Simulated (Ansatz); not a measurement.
Mulliken charges of `N=[C](O)[GeH3]` from ωB97M-V/def2-TZVPP in Ansatz (PBE0-D4/def2-TZVP geometry).

```csv
atom,x (Å),y (Å),z (Å),charge (e)
N1,0.659,1.182,-1.121,-0.248
C2,0.564,0.418,-0.121,0.091
O3,1.554,0.380,0.789,-0.274
Ge4,-0.912,-0.813,0.343,0.035
H5,-0.150,1.119,-1.730,0.124
H6,2.231,1.006,0.487,0.188
H7,-1.969,-0.664,-0.760,0.025
H8,-0.387,-2.252,0.391,0.029
H9,-1.500,-0.423,1.705,0.029
```

Question: By hand: the dipole of these point charges (1 e Å = 4.8032 D).

Answer: Σ q r = (-0.273, -0.154, -0.018) e Å, of length 0.314 e Å = 1.51 D.

Question: How does the dipole of the full density compare? (An estimate is asked.)

Answer: The calculation gave: (-0.188, -0.128, 0.020) e Å, 1.10 D; the point charges give 1.37 times that, at 10° from its direction.

Point charges leave out the atoms' own dipoles, such as those of lone pairs, and Mulliken's split depends on the basis, so the two needn't agree.
